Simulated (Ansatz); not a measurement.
A structure relaxed at PBE0-D4/def2-TZVP, charge 0, multiplicity 1:

```xyz
15

B     1.190    0.321   -1.131
N     0.764    0.167    0.200
Si    1.949    0.069    1.493
Si   -0.943    0.024    0.611
Si   -2.277   -0.340   -1.275
H     2.360    0.422   -1.378
H     0.385    0.352   -2.022
H     1.340    0.646    2.720
H     2.304   -1.347    1.766
H     3.162    0.830    1.113
H    -1.381    1.249    1.337
H    -1.086   -1.112    1.567
H    -3.659   -0.616   -0.793
H    -2.314    0.852   -2.162
H    -1.794   -1.517   -2.044
```

Give its formula and SMILES.

BH10NSi3, `BN([SiH3])[SiH2][SiH3]`.

Point group (tolerance 0.08 Å, 0.16 Å for H)?

C1.

Summarise the bond lengths by kind.

1 × B–N 1.406 Å; 2 × B–H 1.200 to 1.201 Å; 2 × N–Si 1.756 to 1.761 Å; 8 × H–Si 1.481 to 1.491 Å; 1 × Si–Si 2.339 Å.

Computed with Ansatz.
